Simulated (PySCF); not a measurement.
## As⁺ (arsenic, charge +1): UHF calculation

Configuration: [Ar] 3d10 4s1 4p2 4d1, one real determinant (an excited configuration). All numbers are calculated (PySCF 2.14, scalar relativity through the core potential, in aug-cc-pVDZ-PP with ECP10MDF).

```json
{
 "Total energy": "-330.210951 hartree",
 "One-electron energy": "-574.3521 hartree",
 "Hartree (Coulomb) energy": "269.5674 hartree",
 "Exchange energy": "-25.4263 hartree",
 "⟨S²⟩": "6.0009",
 "⟨L²⟩": "7.974",
 "Sum of ⟨r⟩": "21.35 bohr",
 "Sum of ⟨r²⟩": "37.92 bohr²",
 "Traceless quadrupole moment −½Σ⟨3z² − r²⟩ along its main axis": "-0.752 e·bohr²",
 "Time after the integrals": "0.08 s of wall time on 1 thread of Neoverse-V2 (shared host)"
}
```

```csv
shell,electrons,mean orbital energy (hartree),spread (hartree),"rms radius, mean of both spins (bohr)"
3s α,1,-8.65954,0,0.641
3s β,1,-8.61652,0,0.641
3p α,3,-6.57244,0.00008,0.667
3p β,3,-6.54101,0.01892,0.667
3d α,5,-2.63988,0.01823,0.739
3d β,5,-2.61547,0.01886,0.739
4s α,1,-1.28363,0,1.98
4p α,2,-0.81512,0,2.34
4d α,1,-0.26280,0,3.75
```

⟨L²⟩ = 7.97 against 12 for a pure F term, so this real determinant mixes terms. Energies and moments cover only the electrons outside the core potential. The outer electron is Rydberg-like, and this basis confines it to a smaller radius and binds it less than a complete one would.
